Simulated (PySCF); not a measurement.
C₂, SMILES [C]=[C] (connectivity only; charge and spin as stated), neutral, multiplicity 1.

Geometry: PBE0-D3(BJ)/def2-TZVPD.

Computed with ωB97X/def2-TZVPD (PySCF).

Isolated molecule, no solvent.

The total energy is -75.86708 hartree, the point group comes out as D∞h and the highest occupied level comes out as -11.82 eV. The lowest empty level is -4.73 eV and the orbital gap is 7.09 eV. The dipole moment is 0.00 D, the quadrupole, principal values (traceless, Buckingham form, about the centre of nuclear charge) is -1.72, -1.72, 3.44 D·Å and the mean static polarisability is 48.9 bohr³ (7.25 Å³). The polarisability, principal values is 35.9, 55.4, 55.4 bohr³.
